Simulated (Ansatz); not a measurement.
Born–Oppenheimer molecular dynamics of ClH7Si3 (11 atoms, charge 0, multiplicity 1). It starts from a relaxed structure.

These are results of RKS BHLYP/STO-3G (Ansatz), not measurements.

```
ensemble                      : NVE (velocity Verlet)
time step                     : 2 fs
steps asked                   : 40
starting velocities drawn for : 400 K
seed                          : 581245
```

First frame:

```xyz
11
Properties=species:S:1:pos:R:3
Si -0.049 -0.006 -0.061
H 0.097 -0.103 1.365
Cl 1.938 0.142 -0.774
Si -1.134 1.901 -0.586
H -2.462 1.842 -0.053
H -0.466 3.038 -0.030
H -1.223 2.057 -2.006
Si -0.952 -1.908 -0.870
H -2.270 -2.062 -0.330
H -1.050 -1.856 -2.297
H -0.165 -3.044 -0.494
```

How far do the bonds stretch over the last three quarters of this one trajectory? (Pairs bonded in most of those frames.)


```json
{"bond": "Si1–H2", "mean (Å)": "1.440", "spread (Å)": "0.024", "shortest": "1.41", "longest": "1.47"}
{"bond": "Si1–Cl3", "mean (Å)": "2.116", "spread (Å)": "0.020", "shortest": "2.08", "longest": "2.14"}
{"bond": "Si1–Si4", "mean (Å)": "2.251", "spread (Å)": "0.037", "shortest": "2.19", "longest": "2.30"}
{"bond": "Si1–Si8", "mean (Å)": "2.264", "spread (Å)": "0.029", "shortest": "2.22", "longest": "2.31"}
{"bond": "Si4–H5", "mean (Å)": "1.433", "spread (Å)": "0.002", "shortest": "1.43", "longest": "1.44"}
{"bond": "Si4–H6", "mean (Å)": "1.434", "spread (Å)": "0.027", "shortest": "1.39", "longest": "1.47"}
{"bond": "Si4–H7", "mean (Å)": "1.432", "spread (Å)": "0.012", "shortest": "1.41", "longest": "1.45"}
{"bond": "Si8–H9", "mean (Å)": "1.434", "spread (Å)": "0.009", "shortest": "1.42", "longest": "1.45"}
{"bond": "Si8–H10", "mean (Å)": "1.447", "spread (Å)": "0.075", "shortest": "1.33", "longest": "1.55"}
{"bond": "Si8–H11", "mean (Å)": "1.434", "spread (Å)": "0.038", "shortest": "1.38", "longest": "1.49"}
```

Mean temperature of the second half: 191 K. The conserved energy wandered by up to 6.9 meV per atom (net 1.2 meV per atom), which is poor conservation. Over the second half the temperature averaged 0.48 of the 400 K drawn at the start: a run that starts near a minimum puts about half its kinetic energy into the potential. A step of 2 fs is long for free X–H stretches (periods near 10 fs) and can bias their spread and the temperature. A run of 0.08 ps of so small a system gives no equilibrium averages. Limits of this set-up: minimal basis.

Time of the run: 110 s on 1 thread of Intel(R) Xeon(R) Platinum 8259CL CPU @ 2.50GHz (Skylake/Cascade Lake), on a shared host, peak memory 0.13 GiB.
